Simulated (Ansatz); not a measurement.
Mulliken charges of CH3FSSi (`F[SiH]1CS1`) from PBE/def2-TZVPP in Ansatz (PBE0-D4/def2-TZVP geometry).

```
atom   x (Å)   y (Å)   z (Å)  charge (e)
  F1   0.459  -1.752  -1.183      -0.267
 Si2  -0.126  -0.870   0.003       0.506
  C3   0.027   0.943  -0.082      -0.229
  S4   1.141   0.181   1.242      -0.201
  H5  -1.310  -1.566   0.530      -0.056
  H6   0.599   1.395  -0.888       0.124
  H7  -0.730   1.601   0.333       0.122
```

Task: By hand: the dipole of these point charges (1 e Å = 4.8032 D).

Result: Σ q r = (-0.363, 0.231, -0.013) e Å, of length 0.430 e Å = 2.07 D.

Task: How does the dipole of the full density compare? (An estimate is asked.)

Result: The calculation gave: (-0.291, 0.125, -0.058) e Å, 1.55 D; the point charges give 1.34 times that, at 13° from its direction.

Point charges leave out the atoms' own dipoles, such as those of lone pairs, and Mulliken's split depends on the basis, so the two needn't agree.
